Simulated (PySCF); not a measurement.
# Exercise with solution: refractive index and permittivity of the vapour

B(Cl)(NHMe)(OMe) (C₂H₇BClNO), SMILES O(C)B(NC)Cl.

Geometry: B3LYP-D3(BJ)/def2-SVP. One conformer was computed; it need not be the lowest.

PBE/def2-TZVP run with PySCF gives a mean static polarisability of 65.2 bohr³ and a dipole moment of 3.60 D. Take an ideal gas at 298.15 K and 0.1 bar, whether or not the substance is that volatile.

Q: Work out n − 1 in the optical limit and the static ε − 1.

A: 
Polarisability volume α' = 65.2 × 0.148185 = 9.66 Å³. Number density N = p/kT = 2.43e-6 Å⁻³.
Dilute limit of Lorentz–Lorenz: n − 1 = 2π N α' = 0.00015.
Orientation term of Debye: μ²/(3kT) = 8.098 Å³ × μ²(D²) = 104.95 Å³.
ε − 1 = 4π N (α' + μ²/3kT) = 0.0035. Orientation of the dipole supplies 92 % of the static response; it can't follow optical fields. Vibrational polarisation and dispersion are left out.
